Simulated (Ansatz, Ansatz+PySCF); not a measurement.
```xyz
14

C    -0.0185   -0.4083   -1.8644
C    -0.0348    0.4160   -0.6750
C    -0.0013   -0.3650    0.6365
C     0.0191    0.4657    1.8935
H     0.0418    0.1829   -2.7995
H     0.8376   -1.0698   -1.9585
H    -0.8622   -1.0331   -1.9443
H    -0.8496    1.0495   -0.6146
H     0.9146    1.0604   -0.6629
H     0.8638   -1.0787    0.6825
H    -0.8513   -1.0443    0.6231
H     0.0258   -0.1749    2.8399
H     0.8422    1.0830    1.9778
H    -0.8748    1.1164    1.9816
```

Basis set: def2-SVP (spherical functions). Correlated methods keep 4 orbitals frozen. Charge 0, multiplicity 1.

Computed with Ansatz (development build ahead of 0.2.0); each method stands on the lowest determinant of its kind that the runs found. Restricted open shells among the atoms or ions are ROHF, correlated in semicanonical orbitals with singles. Restricted functionals stand beside restricted open-shell atoms, which can lie above the unrestricted atoms usual in DFT and then raise those values.

(1) Give the atomization energy at this shape (free ground-state atoms in the same class of orbitals less the molecule, no zero-point energy) of singlet C₄H₁₀ by ωB97X (restricted), ωB97X (unrestricted), r²SCAN (restricted), r²SCAN (unrestricted), PBE0 (restricted), PBE0 (unrestricted), PBE (restricted), PBE (unrestricted), RHF-MP2, UHF-MP2, RHF, UHF.

## Answers

(1)

```csv
method,atomization energy
ωB97X (restricted),56.53 eV
ωB97X (unrestricted),56.24 eV
r²SCAN (restricted),56.60 eV
r²SCAN (unrestricted),56.29 eV
PBE0 (restricted),56.68 eV
PBE0 (unrestricted),56.51 eV
PBE (restricted),56.97 eV
PBE (unrestricted),56.83 eV
RHF-MP2,54.06 eV
UHF-MP2,54.03 eV
RHF,43.92 eV
UHF,43.48 eV
```

Caution: the shape is not the minimum.
